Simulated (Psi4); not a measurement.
Computed with SAPT0/jun-cc-pVDZ, frozen core (Psi4).

Psi4 input:

```
molecule {
0 1
C -0.00000016 0.00000055 0.00000077
H -0.59816151 -0.84749303 -0.33195522
H -0.45274050 0.92497423 -0.35452287
H 0.04239900 0.01037704 1.08827038
H 1.00850316 -0.08785878 -0.40179306
--
0 1
C 3.85824804 -0.13229720 -1.44061803
C 3.60991820 0.78676571 -0.71536088
H 4.07739384 -0.94827015 -2.08508973
H 3.39079032 1.60272452 -0.07086397
units angstrom
symmetry c1
no_reorient
no_com
}
set basis jun-cc-pvdz
set scf_type df
set freeze_core true
energy('sapt0')
```

Part of the output:

```
    SAPT Results
  --------------------------------------------------------------------------------------------------------
    Electrostatics                 -1.34164512 [mEh]      -0.84189502 [kcal/mol]      -3.52248877 [kJ/mol]
      Elst10,r                     -1.34164512 [mEh]      -0.84189502 [kcal/mol]      -3.52248877 [kJ/mol]

    Exchange                        3.12520380 [mEh]       1.96109499 [kcal/mol]       8.20522144 [kJ/mol]
      Exch10                        3.12520380 [mEh]       1.96109499 [kcal/mol]       8.20522144 [kJ/mol]
      Exch10(S^2)                   3.11476782 [mEh]       1.95454631 [kcal/mol]       8.17782178 [kJ/mol]

    Induction                      -0.37555152 [mEh]      -0.23566214 [kcal/mol]      -0.98601037 [kJ/mol]
      Ind20,r                      -0.60178234 [mEh]      -0.37762412 [kcal/mol]      -1.57997933 [kJ/mol]
      Exch-Ind20,r                  0.47759361 [mEh]       0.29969452 [kcal/mol]       1.25392185 [kJ/mol]
      delta HF,r (2)               -0.25136279 [mEh]      -0.15773253 [kcal/mol]      -0.65995290 [kJ/mol]

    Dispersion                     -1.37731510 [mEh]      -0.86427827 [kcal/mol]      -3.61614030 [kJ/mol]
      Disp20                       -1.58729905 [mEh]      -0.99604519 [kcal/mol]      -4.16745307 [kJ/mol]
      Exch-Disp20                   0.20998395 [mEh]       0.13176691 [kcal/mol]       0.55131277 [kJ/mol]
      Disp20 (SS)                  -0.79364952 [mEh]      -0.49802259 [kcal/mol]      -2.08372654 [kJ/mol]
      Disp20 (OS)                  -0.79364952 [mEh]      -0.49802259 [kcal/mol]      -2.08372654 [kJ/mol]
      Exch-Disp20 (SS)              0.12278282 [mEh]       0.07704738 [kcal/mol]       0.32236626 [kJ/mol]
      Exch-Disp20 (OS)              0.08720112 [mEh]       0.05471953 [kcal/mol]       0.22894651 [kJ/mol]

  Total HF                          1.40800716 [mEh]       0.88353783 [kcal/mol]       3.69672229 [kJ/mol]
  Total SAPT0                       0.03069206 [mEh]       0.01925956 [kcal/mol]       0.08058199 [kJ/mol]
```
